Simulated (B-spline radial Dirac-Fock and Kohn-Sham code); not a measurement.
# K-line shifts caused by a second vacancy in Ga⁺

System: the Ga⁺ ion, configuration [Ar] 3d10 4s2, inside a Watson sphere of charge -1 and radius 2.7 Å (a model of the Madelung potential; inside it an electron's potential energy is raised by 5.3 eV).

Calculated with a B-spline atomic structure program, using multi-electron Dirac-Fock with separately optimised hole states, Breit and Lamb-shift corrections added in first order. Each two-hole energy is an average over J within one jj subconfiguration, not an observable level; in light atoms, where LS coupling holds, the j-resolved values are not observed lines, and for a K spectator the Kα1 hypersatellite is nearly forbidden. Correlation energy is missing from these numbers.

Lines without a spectator: Kα2 (K-L2) 9223.9 eV, Kα1 (K-L3) 9251.0 eV, Kβ3 (K-M2) 10258.3 eV, Kβ1 (K-M3) 10261.9 eV. Shifts in eV with one spectator hole (a dash: not computed, or left out as unreliable):

```csv
spectator hole,Kα2,Kα1,Kβ3,Kβ1
L2 (2p1/2),+32.1,+39.3,–,+85.4
L3 (2p3/2),+35.6,+34.4,+81.5,–
M2 (3p1/2),–,+2.99,+5.78,+7.72
M3 (3p3/2),+2.64,–,+7.10,+6.61
M4 (3d3/2),-0.15,-1.14,–,–
M5 (3d5/2),-1.24,-0.59,–,–
```

Q: Where does the K-L3 hypersatellite lie, emitted when both K electrons are missing?

A: +334.3 eV from the normal line, at 9585.4 eV. Removing both K electrons costs 21204.3 eV, which is 443.8 eV more than twice the K binding energy.

With n spectator holes in 2p, averaged over the 2p shell (energies in eV):

```
n    KαLⁿ   step  hypersatellite KαʰLⁿ
0  9242.0      –                9575.1
1  9277.8  +35.9                9612.1
2  9314.7  +36.9                9650.1
3  9352.6  +37.9                9689.2
4  9391.6  +39.0                9729.4
5  9431.6  +40.0                9770.6
```
